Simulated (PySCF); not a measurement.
# Correlation energy of Kr (krypton, neutral)

[Kr], closed-shell 1S. Calculation: PySCF 2.14, in cc-pVTZ-PP with ECP10MDF (5s4p3d1f, 39 functions); scalar relativity through the core potential. Frozen: 3s2 3p6 3d10; 8 electrons correlated.

MP2 pair energies summed by pair of shells (mhartree):

| pair | energy | share (%) |
| --- | --- | --- |
| 4p-4p | -125.25 | 72.3 |
| 4s-4p | -40.33 | 23.3 |
| 4s-4s | -7.55 | 4.4 |

Total MP2 correlation energy: -173.13 mhartree.

Same-spin part -43.03 and opposite-spin part -130.10 mhartree; SCS-MP2 scales them by 1/3 and 6/5 to -170.46 mhartree.

| level | correlation energy (mhartree) |
| --- | --- |
| CCSD | -188.60 |
| (T) | -5.33 |
| CCSD(T) | -193.93 |

Diagnostics: T1 = 0.0021, D1 = 0.0058, largest double amplitude 0.046.

Task: Is a single reference adequate?

Result: Yes, within this model without spin-orbit coupling: T1 lies below 0.03 and no double amplitude reaches 0.07.
